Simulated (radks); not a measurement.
Sn XLIV, 7 electrons, occupied as [He] 2s2 2p3 (the NIST ground configuration). All-electron calculation, scalar-relativistic Kohn-Sham, BLYP, spin-polarised, spherical densities, finite nucleus; open shells are filled with parallel spins first (spin-orbit coupling, left out, can overturn this in heavy ions); Fermi nuclear charge, rms radius 4.6519 fm. Program: a radial shooting solver on a logarithmic mesh with Libxc functionals.

Unscreened Slater integrals over Kohn-Sham orbitals (hartree). They are taken over the spin-up orbitals.

integral    value
F0(2p,2p)  8.7435
F2(2p,2p)  4.1789
F0(2p,2s)  7.9804
G1(2p,2s)  4.4880
F0(2p,1s)  11.825
G1(2p,1s)  2.3136
F0(2s,2s)  7.5049
F0(2s,1s)  10.551
G0(2s,1s)  1.0729
F0(1s,1s)  32.536

Derived for the open shells (J is the average intra-shell exchange parameter used in DFT+U). 2p: J = F2/5 = 0.8358 hartree.
